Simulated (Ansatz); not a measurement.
Z-matrix (Å, degrees):
```
Cl
Ga 1 2.216
```

Charge 0, multiplicity 1.

Task: List the r2SCAN/def2-TZVPP orbital energies in eV (Ansatz). (An estimate is asked.)

Result: The calculation gave: Occupied: -10122.77, -2752.66, -1244.92, -1101.31, -1101.31, -1101.25, -254.03, -192.51, -192.46, -192.46, -148.44, -101.26, -101.26, -101.08, -21.22, -20.85, -20.85, -20.73, -20.73, -19.90, -10.53, -7.86, -7.86, -6.77. Lowest empty: -2.25, -2.25, 0.44, 4.20, 5.02, 5.02, 5.50, 5.50.
